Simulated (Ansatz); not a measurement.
Mulliken charges of CH5AlOS, SMILES `[AlH2][O]CS` from PBE/def2-TZVPP in Ansatz (PBE0-D4/def2-TZVP geometry).

```json
{"atom": "Al1", "x (Å)": "-0.076", "y (Å)": "1.249", "z (Å)": "-0.677", "charge (e)": "0.370"}
{"atom": "O2", "x (Å)": "-0.337", "y (Å)": "-0.461", "z (Å)": "-1.059", "charge (e)": "-0.345"}
{"atom": "C3", "x (Å)": "0.192", "y (Å)": "-1.185", "z (Å)": "-0.041", "charge (e)": "0.041"}
{"atom": "S4", "x (Å)": "0.457", "y (Å)": "-0.046", "z (Å)": "1.439", "charge (e)": "-0.126"}
{"atom": "H5", "x (Å)": "1.302", "y (Å)": "1.876", "z (Å)": "-1.149", "charge (e)": "-0.150"}
{"atom": "H6", "x (Å)": "-1.375", "y (Å)": "2.123", "z (Å)": "-0.429", "charge (e)": "-0.146"}
{"atom": "H7", "x (Å)": "-0.449", "y (Å)": "-2.004", "z (Å)": "0.301", "charge (e)": "0.110"}
{"atom": "H8", "x (Å)": "1.202", "y (Å)": "-1.571", "z (Å)": "-0.235", "charge (e)": "0.104"}
{"atom": "H9", "x (Å)": "-0.828", "y (Å)": "-0.028", "z (Å)": "1.832", "charge (e)": "0.142"}
```

By hand: the dipole of these point charges (1 e Å = 4.8032 D).

Σ q r = (0.002, -0.401, 0.436) e Å, of length 0.592 e Å = 2.84 D.

How does the dipole of the full density compare? (Estimate.)

The calculation gave: (-0.008, -0.363, 0.409) e Å, 2.63 D; the point charges give 1.08 times that, at 1° from its direction.

Point charges leave out the atoms' own dipoles, such as those of lone pairs, and Mulliken's split depends on the basis, so the close match here is no proof of good charges.
